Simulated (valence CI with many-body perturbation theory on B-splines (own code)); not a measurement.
**Energy levels of Au74+**

Computed by configuration interaction combined with many-body perturbation theory (CI+MBPT): three valence electrons over a frozen Dirac-Fock core [He], a basis of 11 s, 11 p, 9 d, 7 f, 5 g, 2 h, 1 i functions for each j, with the one-electron correlation potential Σ1 (screened to all orders), the two-electron term Σ2, the three-electron term Σ3, Breit, model QED; selected single and double excitations, second order for the rest (own B-spline code, finite nucleus).

No measured spectrum was set against this ion. As an estimate, large intervals hold to a few tenths of a per cent, small ones and those within an open d or f shell to about a per cent.

Levels 1 to 45 of 103, with energies above the lowest level, (2s^2 2p1/2) J=1/2. "Leading %" is the weight of the configuration and term that name the level; weights of strongly mixed levels are sums over their largest components and can fall short. In the jj column 3d3/2^4 stands for four electrons in 3d with j = 3/2. Lifetimes count E1, E2, E3, M1 and M2 decay at the calculated energies, and are blank where another channel may lead or the interval is too uncertain; long ones can be off by a factor of two.

```
No.  Configuration  Term    J  E (eV)  Leading %      g              Leading jj  Lifetime
  1          2s²2p   ²P°  1/2       0        100  0.607      2s^2 2p1/2 (100 %)          
  2          2s2p²    ⁴P  1/2     305         48  2.003      2s 2p1/2^2 (100 %)   32.8 ps
  3          2s²2p   ²P°  3/2    1977         99  1.292       2s^2 2p3/2 (99 %)   8.58 ps
  4          2s2p²    ⁴P  3/2    2193         89  1.609  2s 2p1/2 2p3/2 (100 %)   4.04 ps
  5          2s2p²    ²D  5/2    2235         64  1.296  2s 2p1/2 2p3/2 (100 %)   94.9 ps
  6          2s2p²    ²P  1/2    2316         68  1.273  2s 2p1/2 2p3/2 (100 %)   40.9 fs
  7          2s2p²    ²D  3/2    2317         61  0.969  2s 2p1/2 2p3/2 (100 %)   44.3 fs
  8            2p³   ²P°  3/2    2632         49  1.303    2p1/2^2 2p3/2 (99 %)   58.7 fs
  9          2s2p²    ⁴P  5/2    4188         64  1.412      2s 2p3/2^2 (100 %)    189 fs
 10          2s2p²    ²S  1/2    4308         68  1.916      2s 2p3/2^2 (100 %)   52.3 fs
 11          2s2p²    ²P  3/2    4308         58  1.162      2s 2p3/2^2 (100 %)   27.9 fs
 12            2p³   ⁴S°  3/2    4554         56  1.428   2p1/2 2p3/2^2 (100 %)   28.8 fs
 13            2p³   ²D°  5/2    4577        100  1.155   2p1/2 2p3/2^2 (100 %)   30.1 fs
 14            2p³   ²P°  1/2    4641        100  0.607   2p1/2 2p3/2^2 (100 %)   27.1 fs
 15            2p³   ²P°  3/2    6578         51  1.282         2p3/2^3 (100 %)   19.2 fs
 16          2s²3s    ²S  1/2   12407         98  1.978          2s^2 3s (98 %)   2.43 fs
 17          2s²3p   ²P°  1/2   12507         96  0.653       2s^2 3p1/2 (96 %)   64.1 fs
 18         2s2p3s   ⁴P°  1/2   12611         85  2.346      2s 2p1/2 3s (99 %)   2.71 fs
 19         2s2p3s   ⁴P°  3/2   12641         58  1.519     2s 2p1/2 3s (100 %)   2.44 fs
 20         2s2p3s   ²P°  1/2   12676         95  0.681      2s 2p1/2 3s (99 %)   3.07 fs
 21         2s2p3p    ⁴D  1/2   12695         72  0.256  2s 2p1/2 3p1/2 (100 %)   3.62 fs
 22         2s2p3p    ⁴D  3/2   12725         39  1.075  2s 2p1/2 3p1/2 (100 %)   1.46 fs
 23         2s2p3p    ⁴P  1/2   12777         45  1.895   2s 2p1/2 3p1/2 (99 %)   2.71 fs
 24          2p²3s    ⁴P  1/2   12974         45  1.977       2p1/2^2 3s (98 %)   3.07 fs
 25          2p²3p   ²P°  1/2   13052         46  0.640    2p1/2^2 3p1/2 (98 %)    870 as
 26          2s²3p   ²P°  3/2   13090         98  1.316       2s^2 3p3/2 (98 %)   50.7 fs
 27          2s²3d    ²D  3/2   13153         98  0.782       2s^2 3d3/2 (98 %)    416 as
 28         2s2p3p    ⁴P  3/2   13293         31  1.383  2s 2p1/2 3p3/2 (100 %)   4.38 fs
 29          2s²3d    ²D  5/2   13303         82  1.203       2s^2 3d5/2 (82 %)    567 as
 30         2s2p3p    ⁴D  5/2   13331         35  1.286   2s 2p1/2 3p3/2 (83 %)   2.66 fs
 31         2s2p3p    ²D  3/2   13331         42  1.238  2s 2p1/2 3p3/2 (100 %)   1.98 fs
 32         2s2p3p    ²P  1/2   13336         45  1.334   2s 2p1/2 3p3/2 (99 %)   1.25 fs
 33         2s2p3d   ⁴F°  3/2   13343         69  0.573  2s 2p1/2 3d3/2 (100 %)   1.62 fs
 34         2s2p3d   ⁴F°  5/2   13376         39  0.993   2s 2p1/2 3d3/2 (99 %)   2.58 fs
 35         2s2p3d   ²P°  3/2   13395         30  1.140   2s 2p1/2 3d3/2 (99 %)    353 as
 36         2s2p3d   ⁴D°  1/2   13399         53  0.440   2s 2p1/2 3d3/2 (99 %)    349 as
 37         2s2p3d   ⁴P°  5/2   13507         33  1.295  2s 2p1/2 3d5/2 (100 %)    474 as
 38         2s2p3d   ²F°  7/2   13539         41  1.214  2s 2p1/2 3d5/2 (100 %)    483 as
 39         2s2p3d   ²F°  5/2   13551         46  1.075  2s 2p1/2 3d5/2 (100 %)    484 as
 40         2s2p3d   ²P°  3/2   13552         38  1.125   2s 2p1/2 3d5/2 (96 %)    492 as
 41          2p²3p   ²P°  3/2   13654         34  1.313    2p1/2^2 3p3/2 (95 %)   1.74 fs
 42          2p²3d    ²D  3/2   13699         43  0.780    2p1/2^2 3d3/2 (98 %)   2.55 fs
 43          2p²3d    ²D  5/2   13865         37  1.184    2p1/2^2 3d5/2 (98 %)    490 as
 44         2s2p3s   ⁴P°  5/2   14595        100  1.559     2s 2p3/2 3s (100 %)   3.59 fs
 45         2s2p3s   ²P°  3/2   14625         75  1.380     2s 2p3/2 3s (100 %)   2.12 fs
```

The ionisation energy to 2s² ¹S0 of the next ion comes out as 21918 eV (NIST: 21920 ± 90 eV (theoretical)). All 103 levels together are meant to be complete up to 15887 eV.
